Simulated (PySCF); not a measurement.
# Telling isomers of C₇H₁₀F₂O₂ apart by NMR

How the numbers were obtained: PBE0/pcSseg-1 with gauge-including orbitals, GFN2-xTB structure, in PySCF (isolated molecule, rapidly exchanging positions averaged, non-relativistic, one computed conformer).

Shifts are taken against calculated references (same method and geometry level): 1H (σ = 31.72 ppm) and 13C (σ = 186.93 ppm) against TMS. Splittings of carbon signals by F and P are missing where no couplings were computed. Where no couplings were computed, multiplicities follow the n + 1 count of equivalent neighbours, and m marks all less simple cases (inequivalent or close neighbours, rings, F or P nearby). Shifts are as computed. Against solution values, carbons near 30 ppm lie about +3 ppm off and those near 130 ppm about +5 ppm. Of 1309 compounds with measured shifts, 239 miss one by over three times the rms of a fit or turn the order of signals round; such compounds aren't used in these exercises.

(1) Tabulate the signals of `CO[C@@H]1[C@H](F)CCC(=O)[C@H]1F`, `FC(F)O[C@@H]1CCC[C@H]2O[C@@H]12`, `CO[C@@H]1[C@H](F)C(=O)CC[C@@H]1F`, `CO[C@@H]1[C@@H](F)CCC(=O)[C@@H]1F`, `FC(F)O[C@@H]1CC[C@H]2O[C@H]2C1` and their relative energies.

(2) What is the quickest way to tell CO[C@@H]1[C@H](F)C(=O)CC[C@@H]1F from FC(F)O[C@@H]1CC[C@H]2O[C@H]2C1?

(3) What is the quickest way to tell CO[C@@H]1[C@H](F)CCC(=O)[C@H]1F from CO[C@@H]1[C@@H](F)CCC(=O)[C@@H]1F?

(4) What is the quickest way to tell FC(F)O[C@@H]1CCC[C@H]2O[C@@H]12 from CO[C@@H]1[C@H](F)C(=O)CC[C@@H]1F?

Answers

(1) 
```tsv
SMILES	carbon types	δC	δH	E rel. (kcal/mol)
CO[C@@H]1[C@H](F)CCC(=O)[C@H]1F	1×C 3×CH 2×CH2 1×CH3	209.0, 96.7, 95.8, 85.5, 62.6, 37.0, 29.2	5.46 (m, 1H), 4.55 (m, 1H), 4.20 (m, 1H), 3.77 (s, 3H), 2.85 (m, 1H), 2.64 (m, 1H), 2.27 (m, 1H), 2.19 (m, 1H)	2.3
FC(F)O[C@@H]1CCC[C@H]2O[C@@H]12	4×CH 3×CH2	127.4, 79.8, 52.1, 51.1, 32.1, 29.3, 17.5	6.48 (m, 1H), 3.79 (m, 1H), 3.18 (m, 1H), 2.96 (m, 1H), 2.15 (m, 1H), 1.98 (m, 1H), 1.57 (m, 1H), 1.36 (m, 1H), 1.32 (m, 1H), 1.29 (m, 1H)	4.6
CO[C@@H]1[C@H](F)C(=O)CC[C@@H]1F	1×C 3×CH 2×CH2 1×CH3	207.6, 99.7, 93.6, 88.5, 62.1, 37.3, 30.2	5.02 (m, 1H), 4.99 (m, 1H), 4.36 (m, 1H), 3.81 (s, 3H), 2.86 (m, 1H), 2.31 (m, 1H), 2.04 (m, 1H), 2.02 (m, 1H)	2.9
CO[C@@H]1[C@@H](F)CCC(=O)[C@@H]1F	1×C 3×CH 2×CH2 1×CH3	209.0, 100.0, 93.9, 88.5, 62.3, 39.1, 32.4	5.57 (m, 1H), 5.06 (m, 1H), 4.40 (m, 1H), 3.79 (s, 3H), 2.65 (m, 1H), 2.32 (m, 1H), 2.30 (m, 1H), 2.19 (m, 1H)	0.0
FC(F)O[C@@H]1CC[C@H]2O[C@H]2C1	4×CH 3×CH2	126.7, 78.9, 53.1, 48.5, 38.0, 32.7, 28.5	6.33 (m, 1H), 3.77 (m, 1H), 2.98 (m, 1H), 2.79 (m, 1H), 2.72 (m, 1H), 2.04 (m, 1H), 1.99 (m, 1H), 1.81 (m, 1H), 1.69 (m, 1H), 1.46 (m, 1H)	3.6
```

Energies are electronic energies at PBE0/pcSseg-1 on these geometries, without zero-point or thermal terms, each for the one conformer computed, which needn't be the lowest.

(2) Both give the same number of carbon signals, but DEPT or the intensities differ. The first has a ketone carbonyl carbon (C) at 207.6 ppm, the second an epoxide ring carbon (CH) at 48.5 ppm. Their most deshielded carbons lie at 207.6 and 126.7 ppm. In the proton spectra the most deshielded non-exchanging signals are 5.02 (m, 1H) and 6.33 (m, 1H).

(3) Both give the same number of carbon signals, with the same numbers of each carbon type, so the positions decide. The first has an sp3 CH2 in a ring at 29.2 ppm, the second an sp3 CH bonded to F, α to a carbonyl at 100.0 ppm. Their most deshielded carbons lie at 209.0 and 209.0 ppm.

(4) Both give the same number of carbon signals, but DEPT or the intensities differ. The first has an epoxide ring carbon (CH) at 51.1 ppm, the second a ketone carbonyl carbon (C) at 207.6 ppm. Their most deshielded carbons lie at 127.4 and 207.6 ppm. In the proton spectra the most deshielded non-exchanging signals are 6.48 (m, 1H) and 5.02 (m, 1H).
